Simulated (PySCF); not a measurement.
Symmetry of computed structures. Level of theory: CAM-B3LYP/def2-SVPD in PySCF (dipole) on a GFN2-xTB geometry, gas phase. The symmetry is that of the one conformer found, every atom within 0.08 Å of its image; none is proved a minimum here.

**Question.** What symmetry has `[CH2:1]=[CH:2][n:3]1[n:4][cH:5][c:6]([F:7])[n:8]1` with C1–C2–N3–N4 180°?

**Answer.** Cs; asymmetric top; symmetry number 1; 2 operations, which sort the 12 atoms into 12 sets; dipole 1.31 D, in the ab plane, which is the mirror; heavy atoms equivalent by symmetry: none.

**Question.** Point group, rotor type and polarity of `[SiH3:1][n:2]1[cH:3][cH:4][cH:5][n:6]1` with H–Si1–N2–C3 0° (nearest H)?

**Answer.** Cs; asymmetric top; symmetry number 1; 2 operations, which sort the 12 atoms into 11 sets; dipole 1.98 D, in the ab plane, which is the mirror; heavy atoms equivalent by symmetry: none.

**Question.** Point group, rotor type and polarity of `[CH3:1][SiH2:2]/[N:3]=[CH:4]/[C:5]#[N:6]` with C1–Si2–N3–C4 119°?

**Answer.** C1; near-prolate asymmetric top; symmetry number 1; this conformer is chiral (no improper operation); dipole 4.03 D.
